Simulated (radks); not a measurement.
Valence configurations of neutral antimony (all share [Kr]). All-electron calculation, scalar-relativistic Kohn-Sham, BLYP, spin-polarised, spherical densities, finite nucleus; open shells are filled with parallel spins first (spin-orbit coupling, left out, can overturn this in heavy ions); Fermi nuclear charge, rms radius 4.6802 fm. Program: a radial shooting solver on a logarithmic mesh with Libxc functionals. Energies are relative to 4d10 5s2 5p3; eigenvalues in eV for spin up.

[
 {"valence": "4d10 5s2 5p3", "E (eV)": "0.000", "moment (Bohr magnetons)": "3", "e(4d)": "-33.107", "e(5p)": "-5.150", "e(5s)": "-13.167"},
 {"valence": "4d10 5s1.5 5p3.5", "E (eV)": "4.018", "moment (Bohr magnetons)": "3", "e(4d)": "-33.870", "e(5p)": "-5.475", "e(5s)": "-13.658"},
 {"valence": "4d10 5s1 5p4", "E (eV)": "8.076", "moment (Bohr magnetons)": "3", "e(4d)": "-34.616", "e(5p)": "-5.793", "e(5s)": "-14.135"},
 {"valence": "4d10 5s0.5 5p4.5", "E (eV)": "12.887", "moment (Bohr magnetons)": "2", "e(4d)": "-35.339", "e(5p)": "-5.936", "e(5s)": "-14.365"},
 {"valence": "4d10 5p5", "E (eV)": "17.506", "moment (Bohr magnetons)": "1", "e(4d)": "-35.987", "e(5p)": "-6.006", "e(5s)": "-"},
 {"valence": "4d9 5s2 5p4", "E (eV)": "31.304", "moment (Bohr magnetons)": "3", "e(4d)": "-39.656", "e(5p)": "-6.171", "e(5s)": "-15.065"},
 {"valence": "4d9 5s1 5p5", "E (eV)": "40.134", "moment (Bohr magnetons)": "3", "e(4d)": "-41.040", "e(5p)": "-6.750", "e(5s)": "-15.925"},
 {"valence": "4d8.5 5s2 5p4.5", "E (eV)": "48.584", "moment (Bohr magnetons)": "3", "e(4d)": "-42.901", "e(5p)": "-6.637", "e(5s)": "-15.942"},
 {"valence": "4d8 5s2 5p5", "E (eV)": "66.934", "moment (Bohr magnetons)": "3", "e(4d)": "-46.134", "e(5p)": "-7.081", "e(5s)": "-16.780"}
]

NIST lists [Kr] 4d10 5s2 5p3 as the ground configuration; this level of theory agrees among the configurations tried. The energies are those of spherical high-spin densities, not of single terms.
